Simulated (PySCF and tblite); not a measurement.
C₄H₆BNSi, numbered as in [SiH3:1][c:2]1[cH:3][cH:4][b:5][n:6][cH:7]1.

Search: ETKDG, GFN2-xTB, 45 starts; geometries at GFN2-xTB. Free energies are PBE0-D3(BJ)/def2-SVP single points with GFN2-xTB rigid-rotor and vibrational terms (modes under about 100 cm⁻¹ blended into free rotors). Symmetry numbers and mirror images are counted. Conformers within 2.5 kcal/mol (GFN2-xTB free energy) were kept, 6 at most. GIAO shieldings: WP04/pcSseg-1. Shifts are against TMS (¹H), TMS (¹³C), TMS (²⁹Si), BF3·OEt2 (¹¹B), NH3 (¹⁵N) at the same level. Codes: tblite and PySCF.

What shifts does this protocol give at 298.15 K under fast conformational exchange?

¹H: 7.96 (H3, 1H), 7.58 (H7, 1H), 5.50 (H4, 1H), 3.84 (H1, 3H) ppm. ¹³C: 165.9 (C3), 165.8 (C7), 128.8 (C2), 103.4 (C4) ppm. ²⁹Si: -73.3 (Si1) ppm. ¹¹B: 70.3 (B5) ppm. ¹⁵N: 291.8 (N6) ppm.

Unscaled ²⁹Si and ¹⁵N shifts at such levels can be off by tens of ppm; differences between conformers or isomers are more reliable. Shifts are unscaled: against experiment ¹³C can be off by 15 ppm or more and ¹H by 0.8 ppm.


¹⁵N shifts are against a computed isolated NH3 molecule, about 20 ppm from the liquid.